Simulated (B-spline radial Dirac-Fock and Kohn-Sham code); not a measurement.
ΔSCF core binding energies without Breit or QED terms, calculated with an atomic code on a B-spline grid.

A sound run for the Ti atom in the configuration [Ar] 3d2 4s2: The ground state converged in 12 iterations, with total energy -852.81984 Ha, virial ratio 1.98954 and highest orbital energy -6.09 eV. ΔSCF binding energies: K (1s) 4982.8 eV, L3 (2p3/2) 467.0 eV. Holes are computed only in closed shells, and unreliable hole states are left out.

A second run, with one unsound setting: The ground state had not converged after 5 iterations, with total energy -852.81685 Ha, virial ratio 1.99045 and highest orbital energy -6.12 eV. ΔSCF binding energies: K (1s) 4982.9 eV, L3 (2p3/2) 467.0 eV (not all states converged, so these are not final). Holes are computed only in closed shells, and unreliable hole states are left out.

```
iter   energy (Ha)        error
   1     -849.12741456  8.23e-01
   2     -851.67265290  2.14e-01
   3     -852.69728334  5.99e-02
   4     -852.80404762  2.59e-02
   5     -852.81684615  9.29e-03
```

Q: Which fault fits the second run best?
A. mesh too coarse
B. nuclear radius in wrong units
C. too few iterations
D. speed of light below Z

A: C. The input had maxit = 5: maxit ends the run before self-consistency.
